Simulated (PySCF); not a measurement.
Species: C₅H₄F₂.
Numbering: `[F:1][C:2]1=[CH:3][CH2:4][CH:5]=[C:6]1[F:7]` (hydrogens: H8 on C3; H9, H10 on C4; H11 on C5)

The closed-shell ground state was solved at several levels (PySCF, density fitting, gas phase, non-relativistic). Geometry: PBE0-D3(BJ)/def2-SVP; no solvent, vibrations or thermal averaging.

```
              level  basis functions  total energy (Eh)  HOMO (eV)  LUMO (eV)  gap (eV)  dipole (D)
      LDA/def2-SVPD              178          -389.2937      -5.88      -1.92      3.96        2.75
       PBE/pcSseg-1              139          -392.1078      -5.61      -1.62      3.99        2.36
     PBE0/def2-TZVP              241          -392.3130      -6.68      -0.72      5.96        2.58
   PBE0/aug-cc-pVDZ              197          -392.2057      -6.70      -0.77      5.93        2.70
     B97-D/pcSseg-1              139          -392.2839      -5.57      -1.57      4.00        2.43
CAM-B3LYP/def2-SVPD              178          -392.1485      -8.10       0.29      8.39        2.90
       KT2/pcSseg-1              139          -398.5647      -5.63      -1.62      4.01        2.41
      BP86/pcSseg-1              139          -392.5377      -5.72      -1.73      3.99        2.41
```

What might PBE/def2-SVPD (178 basis functions) give for the same quantities?

Total energy -391.8756 Eh, HOMO -5.67 eV, LUMO -1.71 eV, gap 3.96 eV, dipole 2.60 D.

How far do the dipole and the HOMO energy spread over the levels?

The dipole runs from 2.36 to 2.90 D (mean 2.57 D) and the HOMO from -8.10 to -5.57 eV.

The pairwise dispersion term of B97-D wasn't added to the energies; at a given geometry it leaves orbitals and properties as they are.
